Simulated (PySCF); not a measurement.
**Working out the excitation energy of Be**

Be [He] 2s2 (1S) → Be [He] 2s1 3d1 (3D). Calculation: PySCF 2.14, in aug-cc-pVTZ-DK (5s4p3d2f, 46 functions); the spin-free X2C one-electron Hamiltonian (Gaussian nucleus). Frozen: 1s2. Energies in hartree (1 hartree = 27.21139 eV):

```
            part  Be (lower)  Be (upper)
             UHF  -14.575388  -14.282622
CCSD correlation   -0.045577   -0.008065
             (T)    0.000000    0.000000
```

Task: What does Hartree-Fock give?

Result: (-14.282622) − (-14.575388) = 0.292766 hartree = 7.967 eV.

Task: What do CCSD and CCSD(T) give?

Result: The CCSD correlation energies differ by 0.037512 hartree = 1.021 eV and the triples by 0.000000 hartree = 0.000 eV, so CCSD gives 8.988 eV and CCSD(T) 8.988 eV.
